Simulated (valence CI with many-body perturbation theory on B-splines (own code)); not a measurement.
# Bi LX: calculated level list

Level of theory: configuration interaction combined with many-body perturbation theory (CI+MBPT): six valence electrons over a frozen Dirac-Fock core [Ar], radial functions for each j: 7 s, 7 p, 8 d, 6 f, 4 g, 1 h, with the one-electron correlation potential Σ1, the two-electron term Σ2, the three-electron term Σ3, Breit, model QED; selected CI, second order for the rest, scaled by the run's own slope (own B-spline code, finite nucleus).

No measured spectrum was set against this ion. As an estimate, large intervals hold to a few tenths of a per cent, small ones and those within an open d or f shell to about a per cent. Core correlation moves these levels by up to 18000 cm⁻¹, and in measured spectra 5 to 20 % of such shifts remained as error; rates that hang on mixing are uncertain with them. Among the levels kept, up to 1100 cm⁻¹ of a level comes from second order outside the variational space, and about a tenth of that is noise between levels of different J, which matters for small intervals. The list stops below the first excitations out of the core. Only levels of the ground parity were solved; by the run's estimate the other parity begins above the list, which can be wrong where configurations are misplaced.

Levels 1 to 28 of 28, with energies above the lowest level, (3d3/2^4 3d5/2^2) J=4. "Leading %" is the weight of the configuration and term that name the level; weights of strongly mixed levels are sums over their largest components and can fall short, so below about 35 % the name and the second component can differ from the true leading terms, or belong to a minority configuration. In the jj column 3d3/2^4 stands for four electrons in 3d with j = 3/2.

```csv
No.,Configuration,Term,J,E (cm⁻¹),Leading %,Second component,Leading jj
1,3d⁶,³F,4,0,42,26 % 3d⁶ ⁵D,3d3/2^4 3d5/2^2 (99 %)
2,3d⁶,³P,2,76505,37,22 % 3d⁶ ³D,3d3/2^4 3d5/2^2 (99 %)
3,3d⁶,³P,0,258980,57,31 % 3d⁶ ¹S,3d3/2^4 3d5/2^2 (97 %)
4,3d⁶,⁵D,3,914740,57,28 % 3d⁶ ³F,3d3/2^3 3d5/2^3 (99 %)
5,3d⁶,⁵D,4,920000,46,23 % 3d⁶ ³H,3d3/2^3 3d5/2^3 (99 %)
6,3d⁶,⁵D,1,962550,43,32 % 3d⁶ ³P,3d3/2^3 3d5/2^3 (99 %)
7,3d⁶,³H,6,988350,64,36 % 3d⁶ ¹I,3d3/2^3 3d5/2^3 (100 %)
8,3d⁶,³G,5,991160,62,38 % 3d⁶ ³H,3d3/2^3 3d5/2^3 (100 %)
9,3d⁶,³F,2,1061600,47,25 % 3d⁶ ³P,3d3/2^3 3d5/2^3 (99 %)
10,3d⁶,³D,3,1075300,34,25 % 3d⁶ ³G,3d3/2^3 3d5/2^3 (99 %)
11,3d⁶,³P,0,1156400,59,35 % 3d⁶ ¹S,3d3/2^3 3d5/2^3 (96 %)
12,3d⁶,¹G,4,1207100,47,24 % 3d⁶ ³F,3d3/2^3 3d5/2^3 (98 %)
13,3d⁶,³P,1,1218700,71,24 % 3d⁶ ³D,3d3/2^3 3d5/2^3 (99 %)
14,3d⁶,³D,2,1222100,27,26 % 3d⁶ ¹D,3d3/2^3 3d5/2^3 (96 %)
15,3d⁶,³F,3,1227500,58,37 % 3d⁶ ¹F,3d3/2^3 3d5/2^3 (100 %)
16,3d⁶,⁵D,2,1877100,66,22 % 3d⁶ ³P,3d3/2^2 3d5/2^4 (99 %)
17,3d⁶,⁵D,0,1903200,66,32 % 3d⁶ ¹S,3d3/2^2 3d5/2^4 (99 %)
18,3d⁶,³H,4,1926900,42,34 % 3d⁶ ³F,3d3/2^2 3d5/2^4 (99 %)
19,3d⁶,⁵D,3,1956900,35,19 % 3d⁶ ³D,3d3/2^2 3d5/2^4 (98 %)
20,3d⁶,³H,5,1964900,62,38 % 3d⁶ ³G,3d3/2^2 3d5/2^4 (100 %)
21,3d⁶,¹I,6,1991300,64,36 % 3d⁶ ³H,3d3/2^2 3d5/2^4 (100 %)
22,3d⁶,³F,3,2033900,42,37 % 3d⁶ ³G,3d3/2^2 3d5/2^4 (99 %)
23,3d⁶,³D,1,2050600,51,39 % 3d⁶ ³P,3d3/2^2 3d5/2^4 (98 %)
24,3d⁶,¹G,4,2065500,49,37 % 3d⁶ ³G,3d3/2^2 3d5/2^4 (99 %)
25,3d⁶,³F,2,2082700,35,31 % 3d⁶ ³P,3d3/2^2 3d5/2^4 (98 %)
26,3d⁶,³F,2,2195400,65,21 % 3d⁶ ³P,3d3/2^2 3d5/2^4 (99 %)
27,3d⁶,³F,4,2239700,62,33 % 3d⁶ ¹G,3d3/2^2 3d5/2^4 (99 %)
28,3d⁶,¹D,2,2400200,75,11 % 3d⁶ ³P,3d3/2^2 3d5/2^4 (98 %)
```

The ionisation energy to 3d⁵ ²D5/2 of the next ion comes out as 6208 eV (NIST: 6208 ± 7 eV (theoretical)). All 28 levels together are meant to be complete up to 2426200 cm⁻¹.
